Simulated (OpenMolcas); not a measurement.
## N I: effect of the IPEA shift

| Quantity | Value |
| --- | --- |
| Program | OpenMolcas 26.06 |
| Basis | ANO-RCC-VTZP [4s3p2d1f] |
| Scalar Hamiltonian | DKH2, point nucleus |
| Active space | 5 electrons in 4 orbitals (2s 2p) |
| State averaging | 2S+1 = 4 odd, 1 root; 2S+1 = 2 odd, 8 roots kept (CI in the orbitals of an earlier block); 2S+1 = 4 even, 3 roots |
| Spin-orbit coupling | state interaction with AMFI integrals over the reference wave functions, term energies averaged over their components |

Methods on the same reference wave functions:
A. CASSCF
B. SS-CASPT2, IPEA 0 Eh, imaginary shift 0.1 Eh (closed shells correlated: 1s)
C. SS-CASPT2, IPEA 0.25 Eh, imaginary shift 0.1 Eh (closed shells correlated: 1s)

Energies in cm-1 above 2s2 2p3 4S* 3/2, the measured ground level; measured values from NIST Handbook of Basic Atomic Spectroscopic Data.

| Level | A | B | C | Measured |
| --- | --- | --- | --- | --- |
| 2s2 2p3 4S* 3/2 | 0.0 | 0.0 | 0.0 | 0.0 |
| 2s2 2p3 2D* 3/2 | 23338 | 20280 | 20070 | 19233 |
| 2s2 2p3 2D* 5/2 | 23339 | 20280 | 20070 | 19224 |
| 2s2 2p3 2P* 3/2 | 31046 | 29740 | 29460 | 28839 |
| 2s2 2p3 2P* 1/2 | 31049 | 29740 | 29470 | 28839 |
| 2s 2p4 4P 5/2 | 90754 | 88580 | 88490 | 88107 |
| 2s 2p4 4P 3/2 | 90815 | 88640 | 88560 | 88151 |
| 2s 2p4 4P 1/2 | 90852 | 88670 | 88590 | 88171 |

Deviations, from unrounded energies. A percentage is the sum of absolute deviations over the sum of measured energies, with the sign that they share, or ± where signs differ.

```json
{"Against measurement": "mean absolute deviation (cm-1)", "Levels": "7", "A": "2900", "B": "770", "C": "590"}
{"Against measurement": "other terms of the ground configuration (%)", "Levels": "4", "A": "+13.1", "B": "+4.1", "C": "+3.0"}
{"Against measurement": "other configurations (%)", "Levels": "3", "A": "+3.0", "B": "+0.6", "C": "+0.5"}
```

C lies closest to measurement on these levels and A furthest from it. The largest miss of C in the table is 2s2 2p3 2D* 5/2, by +840 cm-1. The ranking rests on the paired levels alone, and a cruder setting can come out closer through cancelling errors.

Between B and C the level of the table that moves most is 2s2 2p3 2P* 1/2, by 280 cm-1 (lowest in C, highest in B). Moves below CASPT2's spread within the term are not significant.

The mean deviations of B to C differ by less than CASPT2's widest spread within a term (250 cm-1), so their order carries little weight.

From A to B the spin-free energies of the other terms of 2s2 2p3 shown, above 4S*, scale by factors of 0.87 to 0.96.

The lowest spin-free term lies below A's lowest term by 0.120 hartree in B, 0.112 hartree in C.

CASPT2 breaks the degeneracy within a term, and the mean is taken; among the terms shown or strongly mixed into the levels shown the widest spread is 250 cm-1 (2s2 2p3 2D*, C). Terms from blocks run as CI alone lack orbitals of their own. Without dynamic correlation excited terms often stand tens of per cent too high (terms of higher spin than the ground term too low), and those without a measured partner can miss by more than the paired ones (holds for A). Measured partners are found by configuration, term and J. A level has none where our copy of the source lacks it or the pairing is in doubt (some pairs that miss far off the trend of their configuration count as doubtful), and it then counts in no deviation. Levels of configurations outside the active space are missing.

* marks odd parity.
